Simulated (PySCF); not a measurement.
tin monoxide anion (OSn), SMILES [O]=[Sn] (connectivity only; charge and spin as stated), charge -1, multiplicity 2. The structure is a stationary point at B3LYP-D3(BJ)/def2-TZVPD. The spin state was assumed, not searched. The def2 effective core potentials stand for the cores of Sn; spin–orbit coupling is left out.

These are PySCF with B3LYP-D3(BJ)/def2-TZVPD values and carry that method's errors.

Harmonic wavenumbers (cm⁻¹): 720. Rotational constants (GHz): 9.974 (linear); symmetry number 1.

Q: Work out the zero-point energy and the ideal-gas rigid-rotor harmonic-oscillator thermochemistry at 298.15 K and 1 atm.

A: ZPE = ½ Σ hcν = ½ × 720 cm⁻¹ = 4.31 kJ/mol. H − E(el) = 13.26 kJ/mol. Entropy in J/(mol K): translation 169.90, rotation 61.81, vibration 1.19, spin 5.76, total 238.66. G − E(el) = -57.90 kJ/mol. Cp = 32.41 J/(mol K).
